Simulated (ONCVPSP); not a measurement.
## tantalum (Ta): one change to an ONCV potential, before and after

ONCVPSP 4.0.1 input, shortened (lines: element, Z, core and valence counts, functional; n l f; lmax; l rc ep ncon nbas qcut; lloc lpopt rc5 dvloc0; l nproj debl; icmod fcfact rcfact), PBE, scalar-relativistic:

```
  Ta 73.00   10    3        4      upf
    1    0    2.00
    2    0    2.00
    2    1    6.00
    3    0    2.00
    3    1    6.00
    3    2   10.00
    4    0    2.00
    4    1    6.00
    4    2   10.00
    4    3   14.00
    5    0    2.00
    5    1    6.00
    5    2    3.00
    2
    0    1.85    0.00    5    8    8.30
    1    2.15    0.00    4    8    5.40
    2    1.95    0.00    3    8    4.30
    4    2    1.55    0.00
    0    3    1.60
    1    2    2.90
    2    2    1.50
    1    0.55    0.00
```

In the s channel the program set the typed energies aside and used -3.254, 0.050, 1.650 Ha.

All-electron outer shells of the reference configuration (PBE, scalar-relativistic, ld1.x):

| shell | level (eV) | outermost node (bohr) | outermost maximum (bohr) |
| --- | --- | --- | --- |
| 5p | -54.95 | 0.58 | 1.13 |
| 4f | -40.27 | – | 0.44 |
| 5d | -18.31 | 0.65 | 1.54 |

Change: all radii but the core radius scaled by about 0.96 (s 1.78, p 2.08, d 1.88 bohr); local potential polynomial inside 1.50 bohr (lpopt 2, dvloc0 0 Ha).

Cutoffs: the cutoffs (Ha) at which the residual kinetic energy of the hardest occupied pseudo-wave falls to 1 and 0.1 mHa per electron; they do not see the model core or the augmentation charge, which bear on the density cutoff. Errors are all-electron minus pseudo energies relative to the spin-unpolarised reference configuration.

Task: How do hardness, ghosts and transferability respond?

Result: The potential gets harder (26 Ha and 69 Ha → 29 Ha and 75 Ha); of the 4 tests that both files solve, the error grows in 0 and shrinks in 1 by more than 15 % and 0.3 meV (median size 4.7 → 3.9 meV); neither file shows a bound ghost. A smaller radius makes the pseudo-wave follow the all-electron one further in, where it bends more sharply, so more plane waves are needed.

```tsv
quantity	base	changed
cutoff, loose	26 Ha	29 Ha
cutoff, tight	69 Ha	75 Ha
loose cutoff by channel	s 24 Ha, p 11 Ha, d 26 Ha	s 25 Ha, p 11 Ha, d 29 Ha
bound ghosts	none	none
GHOST(+) flags under 300 eV	none	none
error for 5s2 5p6 5d3 6s2, meV [ΔE -23.44 eV]	+4.1	+4.4
error for 5s2 5p6 5d3 6s1, meV [ΔE -14.97 eV]	+3.1	+3.3
error for 5s2 5p6 5d2, meV [ΔE 23.60 eV]	-18	-20
error for 5s2 5p6 5d2 6s2, meV [ΔE -15.76 eV]	+5.4	+3.2
rms error of d²Exc/dni dnj with the model core, mHa	0.87	0.79
```
